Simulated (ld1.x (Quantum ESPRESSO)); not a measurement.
**Pt: excitation energies, all-electron against PAW**

```
Element                 : Pt (Z = 78)
Generator               : ld1.x (Quantum ESPRESSO) 7.5
Type                    : PAW
Functional              : PBEsol
Relativity              : scalar-relativistic
Frozen core             : [Xe] 4f14
Valence charge          : 10
Reference configuration : 5d9 6s1 6p0
Partial waves           : 6s (bound): rcut 2.45, rcutus 2.65 bohr; 6s channel at 0.25 Ry: rcut 2.45, rcutus 2.65 bohr; 6p (bound, empty): rcut 2.75, rcutus 3.05 bohr; 6p channel at 1.85 Ry: rcut 2.75, rcutus 3.05 bohr; 5d (bound): rcut 1.10, rcutus 1.50 bohr; 5d channel at 0.05 Ry: rcut 1.10, rcutus 1.50 bohr
Local potential         : all-electron potential smoothed inside 1.60 bohr (lloc = -1)
Core correction         : Bessel-smoothed model core, default radius (core density twice the valence density)
Augmentation charge     : PSQ, inside the norm-conserving radii
```

Energies are relative to the spin-unpolarised reference configuration 5d9 6s1 6p0; without spin polarisation the order of configurations can differ from experiment. The frozen-core shift is the all-electron ΔE with the core orbitals held at their reference shape minus the fully relaxed ΔE.

```csv
valence configuration,charge,ΔE all-electron (eV),error AE − PS (meV),frozen-core shift (meV)
5d9 6s0 6p0,+1,9.225,-5.7,+5.6
5d8 6s0 6p0,+2,29.222,-36,+35
5d7 6s0 6p0,+3,61.470,-208,+208
5d8 6s2 6p0,0,0.988,-18,+17
5d10 6s0 6p0,0,-0.011,-19,+21
5d9 6s0.5 6p0,+0.5,3.712,-1.9,+2.0
5d8 6s1 6p0,+1,11.201,-20,+19
```

Levels in the configuration 5d9 6s0 6p0:

| level | all-electron (eV) | pseudo (eV) |
| --- | --- | --- |
| 5d | -14.333 | -14.328 |

Note: ghost states, extra bound levels that the all-electron valence spectrum of the same l lacks: s at -167.9 eV, p at -13.1 eV. A true bound ghost makes a file unfit for plane-wave use.
